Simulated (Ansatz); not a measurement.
Bond stretch in Mn(CO)5(Me), SMILES [O+]#[C-]->[Mn](<-[C-]#[O+])([CH3])(<-[C-]#[O+])(<-[C-]#[O+])<-[C-]#[O+] (C6H3MnO5). The C2–O15 bond (C2 also carries Mn; O15 carries nothing else) is stretched with both fragments frozen at the PBE0/def2-SVP optimised geometry.

Level of theory: restricted PBE/def2-SVP (Ansatz, a quantum-chemistry and plane-wave program).

The batch members p0 to p7 hold the bond at 0.94, 1.00, 1.07, 1.10, 1.14, 1.17, 1.23, 1.29 Å.

Ansatz input:

Ansatz 0.2 input:
```yaml
# input.yaml
basis:
  gaussian: { orbitals: def2-svp }
hamiltonian:
  xc: pbe
batch:
  members: [p0.yaml, p1.yaml, p2.yaml, p3.yaml, p4.yaml, p5.yaml, p6.yaml, p7.yaml]

# p4.yaml, one of the 8 members of this batch
crystal:
  periodic: [false, false, false]
  atoms:
    - { symbol: Mn, position_ang: [-0.00575123, 0.08026207, -1.83349582] }
    - { symbol: C, position_ang: [0.0, 0.0, 0.0] }
    - { symbol: O, position_ang: [-2.98017641, 0.08200196, -1.78748643] }
    - { symbol: C, position_ang: [-1.84071749, 0.04913375, -1.80778508] }
    - { symbol: O, position_ang: [-0.09725763, 0.84240311, -4.70930129] }
    - { symbol: C, position_ang: [-0.05906008, 0.52196988, -3.61591838] }
    - { symbol: O, position_ang: [2.88810283, 0.77388348, -1.77642125] }
    - { symbol: C, position_ang: [1.78722633, 0.47877527, -1.80207826] }
    - { symbol: O, position_ang: [0.33758408, -2.8250703, -2.25280898] }
    - { symbol: C, position_ang: [0.20335498, -1.70078252, -2.09049348] }
    - { symbol: C, position_ang: [-0.2322044, 2.21575156, -1.54733442] }
    - { symbol: H, position_ang: [0.0, 2.50240013, -0.51204472] }
    - { symbol: H, position_ang: [-1.26060498, 2.53681328, -1.76463077] }
    - { symbol: H, position_ang: [0.44260879, 2.77466827, -2.21124612] }
    - { symbol: O, position_ang: [0.0, 0.0, 1.14] }
total_charge: 0
magnetization:
  spin_polarized: false
```

Lines of the output on each member:

```
Member 3: Total energy: -47788.34838656 eV, -1756.1894111000 hartree
Member 1: Total energy: -47786.61043958 eV, -1756.1255427265 hartree
Member 2: Total energy: -47788.04881449 eV, -1756.1784020295 hartree
Member 0: Total energy: -47784.20726961 eV, -1756.0372278592 hartree
Member 5: Total energy: -47788.54000113 eV, -1756.1964528056 hartree
Member 6: Total energy: -47788.31049687 eV, -1756.1880186797 hartree
Member 4: Total energy: -47788.53174290 eV, -1756.1961493215 hartree
Member 7: Total energy: -47787.85304291 eV, -1756.1712075569 hartree
```

The restricted form behind RKS-PBE keeps the bonding electrons paired and can't separate into open-shell fragments.
